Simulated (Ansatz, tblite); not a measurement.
Cost and result up the ladder for Si₅H₃⁺ (the lowest singlet isomer of a short search) (8 atoms). Charge 1, multiplicity 1. Geometry: PBE-D4/def2-SVP.

```xyz
8

Si    0.718    1.233   -0.381
Si   -0.845   -1.273    1.957
Si   -1.377    2.031    0.284
Si   -1.257   -0.324   -0.193
Si    1.060   -0.757    0.698
H     1.602    1.727   -1.496
H    -2.117   -0.972   -1.239
H     2.217   -1.665    0.370
```

Ansatz on 4 threads of Arm Neoverse V2 on a shared host; xTB runs through tblite on one thread. Times are rough, summed over both states, and most runs start from the orbitals of an earlier one. No level here is sound enough to serve as a yardstick. The other state is a triplet.

The xTB rows come from tblite. The structure comes from a short search, and lower isomers may exist.

xTB has no spin-polarisation term.

| level | functions | wall time | vertical triplet (eV) | remarks |
| --- | --- | --- | --- | --- |
| GFN1-xTB | 51 | 0.014 s | 0.80 | – |
| GFN2-xTB | 48 | 0.019 s | 0.94 | – |
| PBE-D4/def2-TZVP | 203 | 8.3 s | 1.34 | – |
| PBE0-D4/def2-TZVP | 203 | 24 s | 1.42 | restricted SCF unstable in HF (singlet) |
| r2SCAN-D4/def2-TZVP (with forces) | 203 | 37 s | 1.26 | restricted SCF unstable in HF (singlet) |
